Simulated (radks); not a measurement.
All-electron atom: Ar III in [Ne] 3p(up 2.5, down 2.5) 3s(up 0.5, down 0.5) (fractional occupations, a model configuration). All-electron calculation, scalar-relativistic Kohn-Sham, SCAN, spin-polarised, spherical densities, finite nucleus; meta-GGA in the generalised Kohn-Sham scheme; Fermi nuclear charge, rms radius 3.4274 fm. Program: a radial shooting solver on a logarithmic mesh with Libxc functionals.

X-ray form factor f0, the Fourier transform of the density (f0(0) = 16):

sin(theta)/lambda (1/angstrom)  f0 (electrons)
0.05                                    15.712
0.1                                     14.914
0.15                                    13.779
0.2                                     12.512
0.25                                    11.288
0.3                                     10.215
0.4                                      8.628
0.5                                      7.617
0.6                                      6.885
0.8                                      5.624
1                                        4.445
1.25                                     3.246
1.5                                      2.430
2                                        1.619
